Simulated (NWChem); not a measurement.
System: C$_{6}$H$_{10}$; SMILES C1=CCCCC1

Computed with NWChem. Pople sets run with spherical d functions. Each level has its own optimisation; frequencies are unscaled. Brackets give each atom's bonded neighbours. One conformer.

| level | r C–C [C(CCH)–C(CCH)] (Å) | r C–C [C(CCH)–C(CCHH)] (Å) | r C–H [C(CCH)–H(C)] (Å) | r C–C [C(CCHH)–C(CCHH)] (Å) | highest harmonic frequency (cm⁻¹) | lowest (cm⁻¹) | zero-point energy (kcal/mol) | dipole (D) |
|---|---|---|---|---|---|---|---|---|
| Hartree-Fock/STO-3G | 1.310 | 1.525 | 1.084 | 1.543 | 3729 | 167 | 109.5 | 0.17 |
| Hartree-Fock/3-21G | 1.318 | 1.515 | 1.075 | 1.541 | 3341 | 172 | 98.7 | 0.20 |
| Hartree-Fock/6-31G* | 1.321 | 1.509 | 1.078 | 1.531 | 3348 | 182 | 98.5 | 0.19 |
| B3LYP/6-31G* | 1.337 | 1.510 | 1.090 | 1.537 | 3168 | 169 | 92.2 | 0.23 |
| LDA (Slater exchange, VWN5)/def2-SVP | 1.342 | 1.491 | 1.106 | 1.517 | 3094 | 171 | 88.7 | 0.31 |
| PBE/def2-SVP | 1.349 | 1.509 | 1.104 | 1.536 | 3098 | 166 | 88.9 | 0.30 |
| BLYP/def2-SVP | 1.351 | 1.518 | 1.103 | 1.546 | 3074 | 164 | 88.6 | 0.28 |
| PBE0/def2-SVP | 1.338 | 1.501 | 1.096 | 1.526 | 3192 | 171 | 92.0 | 0.28 |
